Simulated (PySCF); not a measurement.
Compound: (F2In-mu-Cl)2.
Bonds: In1–F2, In1–F3, In1–Cl4, In1–Cl8, Cl4–In5, In5–F6, In5–F7, In5–Cl8.

Level of theory: PySCF 2.14.0, PBE0-D3(BJ)/def2-SVP geometry optimisation, gas phase, def2 core potentials past Kr.

Problem. How far are the bound atoms from In1?

Solution. 4 atoms: F3 1.935 Å, F2 1.935 Å, Cl4 2.515 Å, Cl8 2.518 Å. The nearest atom not counted as bound is In5, at 3.59 Å.

Problem. List the angles at In1.

Solution. 
| angle | degrees | distance of the outer atoms (Å) |
| --- | --- | --- |
| F2–In1–F3 | 128.6 | 3.49 |
| F3–In1–Cl8 | 109.4 | 3.65 |
| F2–In1–Cl4 | 109.4 | 3.65 |
| F2–In1–Cl8 | 106.9 | 3.60 |
| F3–In1–Cl4 | 106.4 | 3.58 |
| Cl4–In1–Cl8 | 88.9 | 3.52 |

Problem. Describe the arrangement about In1 in numbers.

Solution. Angles from 88.9° to 128.6°; τ4 = (360° − α − β)/141° = 0.86 with α and β the two widest (0 for a square, 1 for a tetrahedron).

Problem. Give some angles away from the centre.

Solution. In1–Cl4–In5 91.1°.

Point group: near D2h, missed by 0.09 Å at most; the miss may be what the optimiser left on a soft mode (C2h holds within 0.08 Å). Charge 0, singlet. No PBE0-D3(BJ)/def2-SVP frequencies stand behind this structure, so it isn't proved a minimum.

Hardware: one thread of an Arm Neoverse V2, shared host with 96 logical CPUs at a one-minute load of 30. Cost: 3.3 min of wall time, 0.63 GiB resident at most. These figures are those of the optimisation.

One conformer stands for the species.
